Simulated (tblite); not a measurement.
Compound: C5H12NPS.
Cartesian coordinates in Å at the GFN2-xTB level; atoms count from 1:
```
atom  x, y, z in Å
C1    -2.1440   -0.2276   -1.1034
P2    -0.7304   -0.3776    0.0752
N3    -0.8103   -1.3378    1.2958
C4    -0.2775    1.4036    0.3747
C5     1.0186    1.4125    1.1625
S6     2.4232    0.8694    0.1426
C7     1.9391   -0.8639   -0.1164
C8     0.6681   -0.9693   -0.9385
H9    -1.8910    0.3666   -1.9772
H10   -2.9827    0.2326   -0.5809
H11   -2.4323   -1.2337   -1.4060
H12   -1.5655   -1.1702    1.9445
H13   -0.1692    1.9541   -0.5610
H14   -1.0789    1.8638    0.9634
H15    0.9512    0.7363    2.0187
H16    1.2790    2.4132    1.5080
H17    1.7950   -1.3274    0.8604
H18    2.7870   -1.3269   -0.6218
H19    0.4654   -2.0164   -1.1816
H20    0.7501   -0.3906   -1.8619
```

Computed values, GFN2-xTB/tblite, gas phase, harmonic and unscaled. This tight-binding method is rough: wavenumbers can miss measured ones by several per cent, in bad cases by 10 to 20. One conformer, not necessarily the lowest.

Harmonic wavenumbers (cm⁻¹): 92.3, 150.8, 160.5, 197.4, 203.0, 239.5, 282.6, 304.0, 331.4, 341.6, 385.6, 449.8, 622.8, 670.6, 681.2, 692.3, 727.5, 756.8, 792.5, 817.0, 842.8, 859.5, 920.1, 923.3, 1034.3, 1041.4, 1051.7, 1078.7, 1120.0, 1148.6, 1206.9, 1243.8, 1248.4, 1254.8, 1263.5, 1305.2, 1399.8, 1416.2, 1424.8, 1427.6, 1434.8, 1437.4, 2918.0, 2939.5, 2946.8, 2953.2, 2972.1, 2978.2, 2990.8, 2991.2, 2992.5, 2998.9, 3022.8, 3411.6.

A = 2451, B = 1106, C = 1001 MHz; mass 149.043 u (most abundant isotopes); point group C1, symmetry number 1.

What is the zero-point energy?

½Σν̃ = 35549 cm⁻¹ = 425.26 kJ/mol.

Entropy at 400 K, 1 bar (ideal gas, RRHO, classical rotation)?

Translation 177.37, rotation 125.68, vibration 154.12: S = 457.2 J/(mol K).

And Cp and H(400 K) − H(0)?

Cp = 215.27 J/(mol K), of which vibrations give 182.02 (their classical limit is 54 R = 449.0); H(400 K) − H(0) = 48.49 kJ/mol without the zero-point energy, 35.19 from vibrations.

Blend soft modes into free rotors: weight 1/[1 + (100 cm⁻¹/ν̃)⁴] for the oscillator and the rest for a rotor with moment μB/(μ + B), μ = h/(8π²ν), B = 10⁻⁴⁴ kg m². What vibrational entropy results?

151.15 J/(mol K) in place of 154.12, which changes −T·S at 400 K by +1.19 kJ/mol.

Which modes carry the vibrational entropy at 400 K?

92.3 cm⁻¹: 17.52; 150.8 cm⁻¹: 13.50; 160.5 cm⁻¹: 13.00; 197.4 cm⁻¹: 11.33; 203.0 cm⁻¹: 11.11; 239.5 cm⁻¹: 9.81 J/(mol K); the other 48 give 77.85 together.

How do the functions run with temperature in this model?

| T (K) | S (J/(mol K)) | Cp (J/(mol K)) | H − H(0) (kJ/mol) | G − H(0) (kJ/mol) | ln q(vib) |
| --- | --- | --- | --- | --- | --- |
| 50 | 237.7 | 44.4 | 1.81 | -10.08 | 0.10 |
| 100 | 277.3 | 73.1 | 4.75 | -22.98 | 0.73 |
| 298.15 | 400.8 | 169.3 | 28.85 | -90.66 | 5.30 |
| 373.15 | 442.6 | 203.9 | 42.86 | -122.30 | 7.25 |
| 500 | 509.4 | 252.8 | 71.96 | -182.73 | 10.61 |
| 750 | 625.4 | 318.8 | 144.07 | -325.01 | 17.16 |
| 1000 | 723.4 | 361.8 | 229.50 | -493.95 | 23.29 |

q(vib) and H(0) count from the zero-point level.

Hindered rotation and anharmonicity are outside this model. Other conformers, if any are populated, would add a mixing term that is left out. The structure is chiral; the term R ln 2 for an equal mix with its mirror image is left out.
